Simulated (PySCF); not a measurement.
# Ga²⁺ (gallium, charge +2): UHF calculation

Configuration: [Ar] 3d10 4d1, 2D determinant (an excited configuration). Computed with PySCF 2.14 in aug-cc-pVTZ-PP with ECP10MDF, with scalar relativity through the core potential.

```
Total energy                                                  : -256.784488 hartree
One-electron energy                                           : -444.0766 hartree
Hartree (Coulomb) energy                                      : 208.5835 hartree
Exchange energy                                               : -21.2913 hartree
⟨S²⟩                                                          : 0.7500
⟨L²⟩                                                          : 6.000
Sum of ⟨r⟩                                                    : 17.11 bohr
Sum of ⟨r²⟩                                                   : 29.41 bohr²
Traceless quadrupole moment −½Σ⟨3z² − r²⟩ along its main axis : 5.00 e·bohr²
```

| shell | electrons | mean orbital energy (eV) | spread (eV) | rms radius, mean of both spins (bohr) |
| --- | --- | --- | --- | --- |
| 3s α | 1 | -204.51 | 0 | 0.701 |
| 3s β | 1 | -204.45 | 0 | 0.701 |
| 3p α | 3 | -149.83 | 0.046 | 0.737 |
| 3p β | 3 | -149.76 | 0.134 | 0.737 |
| 3d α | 5 | -57.113 | 0.319 | 0.872 |
| 3d β | 5 | -57.020 | 0.162 | 0.872 |
| 4d α | 1 | -12.621 | 0 | 4.19 |

Energies and moments cover only the electrons outside the core potential. The outer electron is Rydberg-like, and this basis confines it to a smaller radius and binds it less than a complete one would.
